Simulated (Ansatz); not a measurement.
The inner images of a band of BrGaH$_{4}$ (6 atoms, charge 0, multiplicity 1) are given out of order.

Level of theory: RKS PBE0-D4/def2-SVP (Ansatz).

First end point:

```xyz
6
Properties=species:S:1:pos:R:3
Ga 0.001 0.201 -0.004
H -0.006 0.741 1.477
H 1.362 0.106 -0.784
H -1.362 0.029 -0.768
Br 0.083 -2.526 0.969
H 0.079 -2.095 2.327
```

Last end point:

```xyz
6
Properties=species:S:1:pos:R:3
Ga 0.022 -0.600 -0.266
H 0.009 0.295 2.056
H 1.409 0.086 -0.450
H -1.404 0.008 -0.434
Br 0.088 -2.872 0.138
H 0.032 -0.461 2.172
```

Q: Put them in order from the first end to the last, with their energies above the first end.
A.
```xyz
6
Properties=species:S:1:pos:R:3
Ga 0.009 -0.053 0.025
H 0.015 0.094 1.678
H 1.421 0.129 -0.600
H -1.419 0.055 -0.583
Br 0.082 -2.604 1.019
H 0.048 -1.165 1.678
```
B.
```xyz
6
Properties=species:S:1:pos:R:3
Ga 0.003 0.115 0.032
H 0.003 0.431 1.588
H 1.378 0.119 -0.721
H -1.378 0.042 -0.705
Br 0.087 -2.649 1.021
H 0.063 -1.602 2.000
```
C.
```xyz
6
Properties=species:S:1:pos:R:3
Ga 0.021 -0.533 -0.206
H 0.011 0.170 1.966
H 1.405 0.140 -0.462
H -1.401 0.062 -0.448
Br 0.086 -2.782 0.378
H 0.034 -0.600 1.987
```
D.
```xyz
6
Properties=species:S:1:pos:R:3
Ga 0.002 0.151 0.012
H -0.001 0.570 1.536
H 1.368 0.115 -0.761
H -1.369 0.038 -0.745
Br 0.085 -2.583 0.980
H 0.070 -1.835 2.194
```
E.
```xyz
6
Properties=species:S:1:pos:R:3
Ga 0.018 -0.433 -0.135
H 0.015 0.050 1.864
H 1.411 0.172 -0.495
H -1.409 0.095 -0.481
Br 0.084 -2.690 0.629
H 0.037 -0.738 1.834
```
F.
```xyz
6
Properties=species:S:1:pos:R:3
Ga 0.014 -0.248 -0.044
H 0.017 -0.004 1.761
H 1.424 0.161 -0.548
H -1.422 0.085 -0.532
Br 0.082 -2.627 0.857
H 0.041 -0.911 1.723
```
G.
```xyz
6
Properties=species:S:1:pos:R:3
Ga 0.005 0.064 0.044
H 0.009 0.273 1.634
H 1.396 0.123 -0.666
H -1.395 0.047 -0.649
Br 0.086 -2.659 1.061
H 0.055 -1.391 1.792
```

A: D (+0.5 kcal/mol), B (+1.4 kcal/mol), G (+2.4 kcal/mol), A (+3.7 kcal/mol), F (-4.5 kcal/mol), E (-17.3 kcal/mol), C (-22.4 kcal/mol).

The run took 59 s on 2 threads of Intel(R) Xeon(R) 6975P-C (Granite Rapids), with other jobs on the host, peak memory 0.2 GiB.
